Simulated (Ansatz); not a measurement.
Relaxation of CH7NOSi2 (12 atoms, charge 0, multiplicity 1), to a largest force component of 0.015 eV/Å in at most 40 steps.

Level of theory: Ansatz, RKS PBE0/6-31G.

```xyz
12
Properties=species:S:1:pos:R:3
N -0.550 -0.710 2.394
C 0.086 -0.591 1.096
O 0.306 0.766 0.677
Si 1.794 0.022 0.780
Si 2.775 -0.320 -1.181
H -0.296 -1.488 2.879
H -1.570 -0.817 2.226
H -0.225 -1.369 0.346
H 2.488 0.734 1.983
H 4.068 -1.035 -0.971
H 1.920 -1.218 -1.996
H 3.032 0.894 -1.927
```

Problem. Where does it end, and by what steps?

Solution. The run converged. Limits of this set-up: no polarisation functions. After 16 steps the energy has fallen by 1.180 eV; H6 moved furthest, 0.91 Å.

```csv
step,energy less start (eV),largest force component (eV/Å),accepted
0,0.0000,4.081,yes
1,-0.8033,1.661,yes
2,-0.9405,0.654,yes
3,-0.9957,0.764,yes
4,-1.0027,0.709,yes
5,-1.1096,0.980,yes
6,-1.1408,0.901,yes
7,-1.1708,0.186,yes
8,-1.1599,1.026,no
9,-1.1760,0.090,yes
10,-1.1769,0.108,yes
11,-1.1787,0.043,yes
12,-1.1791,0.047,yes
13,-1.1798,0.043,yes
14,-1.1800,0.030,yes
15,-1.1801,0.020,yes
16,-1.1802,0.013,yes
```

```xyz
12
Properties=species:S:1:pos:R:3
N -0.530 -1.009 2.333
C -0.037 -0.734 1.062
O 0.023 0.733 0.596
Si 1.665 0.006 0.734
Si 2.885 -0.321 -1.236
H -0.037 -0.648 3.133
H -1.531 -1.073 2.446
H -0.491 -1.339 0.281
H 2.428 0.472 1.944
H 4.064 -1.209 -0.943
H 2.003 -0.992 -2.249
H 3.386 0.981 -1.797
```

Time of the run: 50 s on 1 thread of AMD EPYC 9R14 (Zen 4), with other jobs on the host, peak memory 0.19 GiB.
